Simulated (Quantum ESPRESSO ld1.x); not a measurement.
Values are calculated unless marked as measured or tabulated.
One sound ld1.x (Quantum ESPRESSO 7.5) input for neutral vanadium gives E = -947.1327 hartree in 25 iterations:

```
 &input
    zed=23.0,
    iswitch=1,
    rel=1,
    lsd=1,
    dft='SLA-VWN',
    config='[Ar] 3d3 4s2',
    verbosity='high',
    prefix='ld1',
    max_out_wfc=37,
    file_charge='ld1.rho',
 /
```

Changed or added lines, one case at a time, and what came of them:

- dft='PW91': silently wrong. The run ends normally, but in this build (ld1.x 7.5) Etot and Exc of a spin-polarised run lack the gradient corrections of exchange and correlation and come out near their LSDA values (nitrogen, PBE: -54.132 hartree against -54.536 from two other codes). The eigenvalues and orbitals are those of the GGA; the energies must not be used.
- iswitch=7: refused. The program stops in ld1_readin with "wrong iswitch": iswitch takes 1 to 4.
- config='[Ar] 3d3 4s2 1s1': refused. The program stops in occ_spin with "wrong occupations": the bracketed core already holds 1s.
- rel=2 cau_fact=21.02 (without lsd): crashed. The program stops in dirsol with "no classical turning point found": with c below Z the Dirac equation of a point nucleus has no 1s solution.
- dft='SCAN': refused. The program stops in set_dft_from_name with "libxc needed for this functional": this build has no Libxc.
- beta=0.95: harmless. The Broyden-type mixing copes: 14 iterations against 25, same energy.
- tr2=1e-1: inaccurate. The cycle stops early, after 5 iterations, and the energy is off by +2.905 hartree against the sound run.
